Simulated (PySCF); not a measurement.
H2Se2, SMILES [SeH][SeH]. Geometry optimised at PBE0-D3(BJ)/def2-TZVP.

TDA-PBE0/def2-SVPD run with PySCF puts the lowest singlet excitations at 3.94, 3.94, 5.50, 5.51, 6.11, 6.14 eV.

### Question
What are the lowest excitation roots from PySCF with ADC(2)/aug-cc-pVDZ? (The exact figures need the calculation; the answer reports its results.)

### Answer
4.22, 4.23, 5.46, 5.47, 6.26, 6.27 eV. S1 differs by 0.28 eV (second minus first; roots are paired by order, and the bases may differ).
